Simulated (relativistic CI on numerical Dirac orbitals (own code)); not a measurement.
Method of calculation: Dirac-Coulomb-Breit CI, separate exchange-only KLI orbitals for each configuration, model QED, unscaled Slater integrals (own radial code, finite nucleus).

The strongest absorption lines from the ground level of an ion, among the configurations computed and to levels below about 79500 eV (vacuum wavelength in Å, gf): 0.1561 (0.0088), 0.1579 (0.016), 0.1615 (0.032), 0.1619 (0.014), 0.1697 (0.087), 0.1709 (0.041), 0.1981 (0.42), 0.2037 (0.24).

(1) Which ion is it?
A. Re LXXIV
B. Re LXXII
C. Tl LXXX
D. Fr LXXXVI

Results:

(1) A. Re LXXIV has 2 electrons and the ground level 1s2 1S_0; the strongest line goes to 1s 2p 1P°_1. The pattern of lines fixes the number of electrons, and along that sequence the line energies rise steadily with the charge (about as its square where n changes within one kind of shell, about linearly where n is kept but much faster in heavy ions where fine structure, which grows about as Z⁴, sets the gap, and irregularly where shells cross), which fixes Z. Configurations outside the model, such as inner-shell arrays, can give stronger lines. At this charge energies of transitions that change n are usually good to better than 1 %, and those within a shell (Δn = 0) to a few per cent.

LS names give the leading component of a level, which can be under half, so a name can repeat, a term be missing and a line seem to break the LS rules.
